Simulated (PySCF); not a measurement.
Compound: C2H6BNSi.
SMILES with atom numbers: `[CH:1]#[C:2][BH:3][NH:4][SiH3:5]` (hydrogens: H6 on C1; H7 on B3; H8 on N4; H9, H10, H11 on Si5)

The calculation used PBE0-D3(BJ)/def2-SVP geometry optimisation, gas phase in PySCF.

(1) Give the optimised bond lengths and angles.

Answers

(1) 
```
           bond  length (bohr)
          C1≡C2          2.302
          C2–B3          2.899
          B3–N4          2.657
         N4–Si5          3.333
          C1–H6          2.032
          B3–H7          2.288
          N4–H8          1.921
Si5–H9, Si5–H10          2.815
        Si5–H11          2.824
```

Bonds in one row agree within 0.02 bohr and their mean is given. A selection of angles:
```
      angle  degrees
   C2–C1–H6    179.7
   C1–C2–B3    177.6
   C2–B3–N4    122.1
   C2–B3–H7    119.1
   N4–B3–H7    118.8
  B3–N4–Si5    129.5
   B3–N4–H8    114.8
  Si5–N4–H8    115.7
  N4–Si5–H9    108.9
 N4–Si5–H10    108.4
 N4–Si5–H11    110.8
 H9–Si5–H10    110.7
 H9–Si5–H11    110.2
H10–Si5–H11    107.9
```

Dihedral angles: C2–B3–N4–Si5 0° (synperiplanar). The mirror-image conformer, all signs reversed, is as good.

N4 (silicon-bound nitrogen) is planar (angles 129.5°, 115.7° and 114.8°, sum 360.0°, 0.00 Å off the plane of its three neighbours). Si5 (SiH3 silicon) is tetrahedral (angles from 107.9° to 110.8°). Of the pairs four or more bonds apart, C2···H9 is among the closest relative to their van der Waals radii: 2.93 Å, 101 % of the sum of Bondi's values. B3 (three-coordinate boron) is planar (angles 122.1°, 119.1° and 118.8°, sum 360.0°, 0.00 Å off the plane of its three neighbours). The 5 heavy atoms lie in one plane (0.002 Å rms).

Stationary, but not proved a minimum. The numbers are those of one conformer.
